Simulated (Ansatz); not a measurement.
TeOF2, relaxed as a singlet with RKS PBE0-D4/def2-TZVP in Ansatz, starting from the GFN2-xTB geometry. Force threshold 0.02 eV/Å.

In the def2 sets Te takes a core potential; there is no spin–orbit coupling.

Start:

```xyz
4

Te   -0.098   -0.729   -0.006
O    -0.439   -0.070   -1.568
F     1.546    0.232    0.437
F    -1.010    0.567    1.138
```

```json
{"step": "1", "energy (eV)": "-14770.2080", "largest force component (eV/Å)": "2.675", "SCF passes": "20"}
{"step": "2", "energy (eV)": "-14770.3461", "largest force component (eV/Å)": "0.356", "SCF passes": "28"}
{"step": "3", "energy (eV)": "-14770.3787", "largest force component (eV/Å)": "0.214", "SCF passes": "22"}
{"step": "4", "energy (eV)": "-14770.3827", "largest force component (eV/Å)": "0.069", "SCF passes": "23"}
{"step": "5", "energy (eV)": "-14770.3829", "largest force component (eV/Å)": "0.008", "SCF passes": "24"}
```

Force components are those of the run's own axes.

End:

Cartesian coordinates in Å:
```
Te -0.0775 -0.6603 0.0333
O -0.4430 -0.0772 -1.5787
F 1.5514 0.1993 0.4187
F -1.0309 0.5382 1.1267
```

By distances, no bond broke or formed. The bond that changes most is Te1–F3, from 1.96 to 1.88 Å (atoms count from 1).

No frequencies were taken in this run, so the end may be a saddle point.

Hardware: 4 threads of Arm Neoverse V2 on a shared host. Wall time 6 s.
